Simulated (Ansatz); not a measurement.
`[CH3][InH][Br]` + CH₃OH → `C[O][InH][CH3]` + HBr  (ligand exchange at the In–Br bond)

Isolated molecules relaxed with PBE0-D4/def2-TZVP in Ansatz; ΔE leaves out vibrations. CCSD(T)/CBS adds triple-zeta CCSD(T) − MP2 to the extrapolated MP2 energy (def2 sets, frozen cores). This one scheme is used for every species. DFT in def2-TZVPP. def2 core potentials past Kr. For Br, In outer-core shells are correlated without core-valence functions, which leaves a few kJ/mol of doubt a bond. Scalar relativity is left out up to krypton. One conformer a species, not always the lowest.

| species | CAM-B3LYP-D4 energy (Eh) |
| --- | --- |
| `[CH3][InH][Br]` | -2804.94690 |
| CH₃OH | -115.72582 |
| `C[O][InH][CH3]` | -345.74526 |
| HBr | -2574.88422 |

Problem. Work out ΔE.

Solution. ΔE = (-345.74526) + (-2574.88422) − (-2804.94690) − (-115.72582) = 0.04324 Eh = +113.5 kJ/mol. CCSD(T)/CBS gives +115.3 kJ/mol.

Largest T1 diagnostic among the species: 0.015.

In def2-TZVPP, CCSD(T) changes the Hartree–Fock value by −32.0 kJ/mol (the triples alone add −4.5 kJ/mol) and MP2 by −29.0 kJ/mol. From BLYP to BHLYP (50 % exact exchange), in def2-TZVPP and without D4, ΔE moves by +20.2 kJ/mol.
